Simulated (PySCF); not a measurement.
HS2, SMILES [S]S (connectivity only; charge and spin as stated), charge -1, multiplicity 1.

Geometry optimised at B3LYP-D3(BJ)/def2-TZVPD. The spin state was assumed, not searched. The isomer is the one that the SMILES or the coordinates give; other isomers of the formula were not compared.

Two levels are set side by side: PBE/def2-TZVPD (PySCF) and ωB97X/def2-TZVPD (PySCF). Same geometry, gas phase. Differences are taken from unrounded values.

| quantity | ωB97X | PBE | PBE minus ωB97X |
|---|---|---|---|
| orbital gap (eV) | 6.87 | 1.83 | -5.04 |
| highest occupied level (eV) | -2.16 | 1.12 | 3.28 |
| lowest empty level (eV) | 4.71 | 2.95 | -1.76 |
| mean polarisability (bohr³) | 66.9 | 76.3 | 9.3 |

Without exact exchange PBE keeps part of each electron's self-repulsion, which lifts occupied levels and narrows the gap. PBE's more diffuse valence density responds more strongly to a field. Differences between two approximate levels are no errors against the true value.

Rough cost on one machine, each run with all the roots and properties that it gave: ωB97X against PBE within a factor of 2.
